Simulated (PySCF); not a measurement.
C₂H₇OSi, SMILES C[Si](C)O, multiplicity 2. Geometry: PBE0-D3(BJ)/def2-SVP. The isomer is the one that the SMILES or the coordinates give; other isomers of the formula were not compared. The values are those of a single conformer.

Calculation: PBE0-D3(BJ)/def2-SVP (PySCF).

Harmonic wavenumbers (cm⁻¹): 128, 151, 194, 231, 253, 283, 632, 671, 707, 737, 773, 832, 857, 898, 1245, 1253, 1415, 1420, 1424, 1433, 3041, 3048, 3145, 3151, 3163, 3175, 3930. Rotational constants (GHz): 6.225, 5.607, 3.336; symmetry number 1.

**Question.** Work out the zero-point energy and the ideal-gas rigid-rotor harmonic-oscillator thermochemistry at 298.15 K and 1 atm.

**Answer.** ZPE = ½ Σ hcν = ½ × 38191 cm⁻¹ = 228.43 kJ/mol. H − E(el) = 249.21 kJ/mol. Entropy in J/(mol K): translation 162.62, rotation 106.38, vibration 63.08, spin 5.76, total 337.84. G − E(el) = 148.48 kJ/mol. Cp = 106.30 J/(mol K). Modes under 150 cm⁻¹ make the vibrational entropy uncertain.
